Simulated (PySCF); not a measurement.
Two species compared at the same levels of theory.

First species: C₅H₁₄OSi₂.
Geometry (PBE0-D3(BJ)/def2-SVP, Å), atoms numbered from 1 in this order:
```
atom  x, y, z in Å
C1    -3.9826    0.0611    0.3720
C2    -2.6872   -0.4238   -0.2577
C3    -1.4583   -0.1476    0.5992
C4    -0.1535   -0.6532   -0.0095
C5     1.0888   -0.3914    0.8714
Si6    2.6156   -0.5618   -0.2359
O7     1.9556   -0.1241   -1.7184
Si8    0.2828    0.0415   -1.7304
H9    -4.8512   -0.1520   -0.2689
H10   -4.1581   -0.4265    1.3444
H11   -3.9574    1.1482    0.5493
H12   -2.7522   -1.5078   -0.4589
H13   -2.5617    0.0540   -1.2476
H14   -1.3762    0.9407    0.7777
H15   -1.6003   -0.6026    1.5969
H16   -0.2414   -1.7470   -0.1630
H17    1.0612    0.6461    1.2518
H18    1.1095   -1.0479    1.7575
H19    3.1394   -1.9603   -0.2970
H20    3.7332    0.3551    0.1322
H21   -0.0977    1.4822   -1.8713
H22   -0.3006   -0.7271   -2.8680
```

Second species: C4H9FO2.
Numbering: `[CH3:1][O:2][CH2:3][CH2:4][O:5][CH2:6][F:7]` (hydrogens: H8, H9, H10 on C1; H11, H12 on C3; H13, H14 on C4; H15, H16 on C6)

Structure used (PBE0-D3(BJ)/def2-SVP), in Å, numbered top down from 1:
```
atom  x, y, z in Å
C1    -2.3777    1.0732   -1.3800
O2    -1.6961    0.4631   -0.3303
C3    -0.3263    0.3424   -0.5514
C4     0.2836   -0.3343    0.6527
O5     1.6689   -0.4519    0.4246
C6     2.3765   -1.0007    1.4514
F7     2.0997   -2.3339    1.6005
H8    -2.2825    0.5017   -2.3248
H9    -2.0134    2.1028   -1.5689
H10   -3.4416    1.1240   -1.1093
H11    0.1524    1.3326   -0.7002
H12   -0.1087   -0.2592   -1.4580
H13   -0.1808   -1.3241    0.7994
H14    0.0866    0.2686    1.5603
H15    2.1422   -0.5123    2.4193
H16    3.4446   -0.8917    1.2064
```

Levels: CAM-B3LYP/def2-SVPD for HOMO energy, LUMO energy, HOMO–LUMO gap and static isotropic polarisability; TDDFT CAM-B3LYP/def2-SVPD for lowest singlet excitation; TDA CAM-B3LYP/def2-SVPD for lowest triplet excitation (Tamm–Dancoff); ΔSCF CAM-B3LYP/def2-SVPD for vertical ionisation energy. Geometries: PBE0-D3(BJ)/def2-SVP. Each species is one conformer at its optimised geometry, gas phase, non-relativistic unless stated. Electronic properties by PySCF.

Dipoles, sizes and rotational constants follow the conformer. The torsions of the flexible species, by atom-mapped SMILES:
- `[CH3:1][O:2][CH2:3][CH2:4][O:5][CH2:6][F:7]`: C1–O2–C3–C4 180°, O2–C3–C4–O5 180°, C3–C4–O5–C6 178°, C4–O5–C6–F7 70°

The conformers of `CCC[C@@H]1C[SiH2]O[SiH2]1` aren't listed.

Question: Which has the higher LUMO energy?

Answer: The second: 1.36 eV against 1.05 eV, a difference of 0.31 eV.

Question: Which of the two has the higher HOMO–LUMO gap, and by how much?

Answer: The second: 10.52 eV against 10.39 eV, a difference of 0.13 eV.

Question: Which of the two has the higher HOMO energy, and by how much?

Answer: The second: -9.16 eV against -9.34 eV, a difference of 0.18 eV.

Question: Which has the higher static isotropic polarisability?

Answer: The first: 111.3 au against 62.3 au, a difference of 49.0 au.

Question: Which has the higher T1 energy?

Answer: The second: 7.08 eV against 6.89 eV, a difference of 0.19 eV.

Question: Which of the two has the higher vertical ionisation energy, and by how much?

Answer: The second: 10.14 eV against 9.95 eV, a difference of 0.19 eV.

Question: Which has the higher S1 energy?

Answer: The second: 7.29 eV against 7.19 eV, a difference of 0.10 eV.

On the first: S1 lies 3.20 eV below the HOMO–LUMO gap; its leading configuration is HOMO→LUMO, weight 0.74. The principal polarisabilities are 96.1, 106.3 and 131.6 au; their mean is the isotropic value.

On the second: S1 lies 3.23 eV below the HOMO–LUMO gap; its leading configuration is HOMO→LUMO, weight 0.79. The polarisability is 9.24 Å³ as a volume (1 au = 0.148185 Å³), or 1.07 au for each of the 58 electrons.
